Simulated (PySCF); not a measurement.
Molecule: chloro(trimethoxy)silane, C₃H₉ClO₃Si (charge 0, singlet). SMILES: Cl[Si](OC)(OC)OC
Geometry from a B3LYP-D3(BJ)/def2-TZVP (Ansatz) optimisation:
```xyz
17

C      0.9206     2.5731    -0.0901
O     -0.1230     1.6739     0.2662
Si    -0.0486     0.0603     0.2031
Cl     0.4152    -0.5157    -1.7365
O      1.1038    -0.4807     1.1994
C      1.5014    -1.8375     1.3586
O     -1.4773    -0.5767     0.6107
C     -2.7062    -0.3825    -0.0796
H      1.2207     2.4268    -1.1302
H      1.7885     2.4337     0.5577
H      0.5410     3.5862     0.0331
H      2.3202    -1.8606     2.0760
H      0.6741    -2.4404     1.7387
H      1.8447    -2.2553     0.4094
H     -2.6261    -0.7171    -1.1164
H     -2.9967     0.6700    -0.0627
H     -3.4679    -0.9722     0.4282
```

Dispersion corrections to the total energy (kcal/mol) from the dftd3 and dftd4 libraries through PySCF: D3(BJ) without and D4 with the three-body term, each with the damping fitted for the functional named.

```tsv
functional	D3(BJ)	D4
B3LYP	-16.70	-16.38
PW6B95	-5.34	?
TPSS	-12.26	-13.84
TPSSh	-11.43	?
HF	-65.48	?
LC-wPBE	-9.48	-11.41
PBE0	-8.55	-8.82
```

Task: Fill in the missing entries.

Result: 
- PW6B95, D4: -8.47
- TPSSh, D4: -12.66
- HF, D4: -34.01
